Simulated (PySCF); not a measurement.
CoH3 at several levels of theory

All levels use the PBE0 minimum (triplet; Co–H 1.567 Å, Co–H 1.680 Å (×2), H–H 0.818 Å; Co–H–H 75.9° (×2), H–Co–H 28.2°, H–Co–H 165.9° (×2)), basis [Co def2-TZVP, H def2-TZVP], no relativity, density fitting, no spin–orbit coupling, PySCF. For vertical energies the ionised species is a quartet (spins chosen at PBE0 and kept) and the electron-attached one a doublet. Atomisation goes to high-spin ground-configuration atoms, without zero-point energy. Open shells are unrestricted, also as the reference of the correlated levels. A dash marks a value that was not computed or is not defined at that level.

| level | atomisation (kJ/mol) | vertical IP (eV) | vertical EA (eV) | −ε(HOMO) (eV) | dipole (D) |
| --- | --- | --- | --- | --- | --- |
| CCSD(T) | ? | ? | ? | – | – |
| HF | ? | ? | ? | ? | ? |
| MP2 | 752 | 9.02 | -2.50 | – | – |
| PBE0 | 740 | 8.34 | -0.21 | 6.36 | 3.46 |
| PBE | 822 | 8.76 | 0.55 | 4.43 | 2.84 |
| B3LYP | 767 | 8.59 | 0.09 | 6.14 | 3.35 |
| r2SCAN | 813 | 8.55 | 0.07 | 4.70 | 3.17 |
| wB97X | 765 | 8.56 | -0.02 | 8.84 | 3.64 |

Q: Fill in the row of CCSD(T).

A: atomisation (kJ/mol) 679, vertical IP (eV) 7.96, vertical EA (eV) -0.21.

Q: Fill in the row of HF.

A: atomisation (kJ/mol) 311, vertical IP (eV) 5.53, vertical EA (eV) -1.19, −ε(HOMO) (eV) 8.66, dipole (D) 4.54.

For CoH₃ itself CCSD(T) correlates 20 electrons; T1 = 0.035, D1 = 0.118, (T) = -46 kJ/mol.

Spin contamination in at least one species weakens the values at: CCSD(T), HF, MP2.

Without diffuse functions attachment energies tend to come out too low.

Open d and f shells are described by one determinant, and the ground state may have another occupation or spin.
